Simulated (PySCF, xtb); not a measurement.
CdI, SMILES [Cd+][I], charge +1.

Harmonic wavenumbers (cm⁻¹) from GFN2-xTB run with xtb at its own minimum, in rising order: 247.

What does r2SCAN-D4/def2-TZVP (PySCF) give at its own minimum? (The exact figures need the calculation; the answer reports its results.)

218. Paired by order, the mean absolute difference is 29 cm⁻¹ and the zero-point energies are 0.4 and 0.3 kcal/mol.
